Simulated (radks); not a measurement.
Results of a calculation; reference values are marked as such.
All-electron atom: Fe III in [Ar] 3d6.

Level of theory: scalar-relativistic Kohn-Sham, RPBE, spin-polarised, spherical densities, finite nucleus; open shells are filled with parallel spins first; Fermi nuclear charge, rms radius 3.7377 fm (a radial shooting solver on a logarithmic mesh with Libxc functionals).

Energy parts (eV):
| part | energy |
|---|---|
| total | -34609.579 |
| kinetic | 35024.582 |
| electron-nucleus | -82320.739 |
| Hartree | 14198.044 |
| exchange-correlation | -1511.466 |

Orbitals (lengths in bohr, moments of r in powers of bohr; r(90%) holds 90 % of the orbital's charge):
1s down: occ. 1; eigenvalue (eV) -7017.802; <1/r> 25.98; <r^4> 0.00005429; r(90%) 0.104
1s up: occ. 1; eigenvalue (eV) -7017.783; <1/r> 25.98; <r^4> 0.00005429; r(90%) 0.104
2s up: occ. 1; eigenvalue (eV) -838.3140; <1/r> 5.557; <r^4> 0.01238; r(90%) 0.414
2s down: occ. 1; eigenvalue (eV) -836.4398; <1/r> 5.566; <r^4> 0.01229; r(90%) 0.413
2p up: occ. 3; eigenvalue (eV) -716.5990; <1/r> 5.450; <r^4> 0.009492; r(90%) 0.386
2p down: occ. 3; eigenvalue (eV) -715.1963; <1/r> 5.459; <r^4> 0.009396; r(90%) 0.385
3s up: occ. 1; eigenvalue (eV) -114.1028; <1/r> 1.746; <r^4> 0.9310; r(90%) 1.21
3s down: occ. 1; eigenvalue (eV) -109.7202; <1/r> 1.739; <r^4> 0.9468; r(90%) 1.22
3p up: occ. 3; eigenvalue (eV) -80.0596; <1/r> 1.606; <r^4> 1.305; r(90%) 1.32
3p down: occ. 3; eigenvalue (eV) -75.7341; <1/r> 1.596; <r^4> 1.352; r(90%) 1.33
3d up: occ. 5; eigenvalue (eV) -27.1063; <1/r> 1.249; <r^4> 5.265; r(90%) 1.82
3d down: occ. 1; eigenvalue (eV) -23.1238; <1/r> 1.208; <r^4> 7.136; r(90%) 1.96
4s up: occ. 0; eigenvalue (eV) -20.6650; <1/r> 0.5232; <r^4> 76.57; r(90%) 3.67
4s down: occ. 0; eigenvalue (eV) -19.4544; <1/r> 0.5036; <r^4> 84.94; r(90%) 3.76
4p up: occ. 0; eigenvalue (eV) -14.7322; <1/r> 0.4327; <r^4> 155.5; r(90%) 4.38
4p down: occ. 0; eigenvalue (eV) -13.8244; <1/r> 0.4182; <r^4> 174.4; r(90%) 4.51

The highest occupied level is 3d down at -23.124 eV. The spin density at the nucleus is -1.209 e/bohr^3 (1s -0.014, 2s -2.250, 3s 1.055). Summed over all electrons, <r^2> = 16.28 bohr^2, which gives a Langevin (diamagnetic) susceptibility term of -12.9 x 10^-6 cm^3/mol. Spin moment in Bohr magnetons: 4. The density falls to 0.001 e/bohr^3 at r = 3.05 bohr.
